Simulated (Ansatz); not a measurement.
C3H7O, charge -1, singlet, geometry from GFN2-xTB (a gas-phase anion, which may not be bound at this level); Ansatz (an electronic-structure program) with CAM-B3LYP/6-31G*.

Input for Ansatz:
Ansatz 0.2 input:
```yaml
crystal:
  periodic: [false, false, false]
  atoms:
    - {symbol: O, position_ang: [0.03611404, -0.77593725, 0.00088671]}
    - {symbol: C, position_ang: [0.02606095, 0.60066436, -0.00046830]}
    - {symbol: C, position_ang: [1.38198523, -1.38415851, 0.00690185]}
    - {symbol: C, position_ang: [-1.40696629, 1.14758787, -0.00677684]}
    - {symbol: H, position_ang: [0.56020300, 1.00696541, 0.89188748]}
    - {symbol: H, position_ang: [0.56739495, 1.00526473, -0.88925576]}
    - {symbol: H, position_ang: [1.92930273, -0.90586634, -0.88026457]}
    - {symbol: H, position_ang: [1.92212424, -0.90416885, 0.89754425]}
    - {symbol: H, position_ang: [-1.93120833, 0.78992516, -0.89091279]}
    - {symbol: H, position_ang: [-1.93833386, 0.79161013, 0.87377814]}
    - {symbol: H, position_ang: [-1.40487439, 2.23920543, -0.00781069]}
basis:
  gaussian:
    orbitals: 6-31G*
hamiltonian:
  xc: cam_b3lyp
total_charge: -1
```

It wrote (shortened):

```
Functional definition: CAM-B3LYP
783 factors; integrals over basis functions are off by at most 1.6e-3 eV
267 factors; integrals over basis functions are off by at most 6.7e-6 eV
mean field evaluation 1: about -5264.1748 eV, gradient 2.8e1 eV
mean field evaluation 2: about -5264.9254 eV, gradient 2.3e1 eV
mean field evaluation 4: about -5266.1347 eV, gradient 8.1e-1 eV
mean field evaluation 8: about -5266.3584 eV, gradient 7.5e-2 eV
mean field evaluation 16: about -5266.3584 eV, gradient 3.7e-5 eV
mean field -5266.35842576 eV, -193.5351024809 hartree, gradient 3.7e-5 eV, S^2 0.000000; 0 other end points of the search recorded, 0 dependent functions left out
reference -5266.35853345 eV, -193.5351064384 hartree; 17, 17 occupied and 57, 57 virtual orbitals, 783 factors
Total energy: -5266.35853345 eV, -193.5351064384 hartree
```
